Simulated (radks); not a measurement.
All-electron atom: Cu V in [Ar] 3d7 (the NIST ground configuration). Method: scalar-relativistic Kohn-Sham, PBE, spin-polarised, spherical densities, point nucleus; open shells are filled with parallel spins first; computed with a radial shooting solver on a logarithmic mesh with Libxc functionals. Some entries of the table are withheld. Estimate them.

orbital,occ.,eigenvalue (eV),<1/r> (bohr^-1),r(max) (bohr)
1s down,1,-8921.950,29.16,0.03411
1s up,1,-8921.946,29.16,0.03411
2s up,1,-1135.600,6.324,0.1967
2s down,1,-1133.506,6.332,0.1966
2p up,3,(1),6.205,0.1583
2p down,3,(2),6.212,0.1582
3s up,1,-185.4908,2.035,0.6094
3s down,1,-181.5035,2.027,0.6102
3p up,3,-142.3112,1.897,0.6130
3p down,3,-138.3911,1.887,0.6143
3d up,5,(3),1.602,(4)
3d down,2,(5),1.582,(6)

Answer. 
(1) 2p up eigenvalue (eV): -989.7227
(2) 2p down eigenvalue (eV): -988.1518
(3) 3d up eigenvalue (eV): -72.5818
(4) 3d up r(max) (bohr): 0.5752
(5) 3d down eigenvalue (eV): -68.7569
(6) 3d down r(max) (bohr): 0.5799
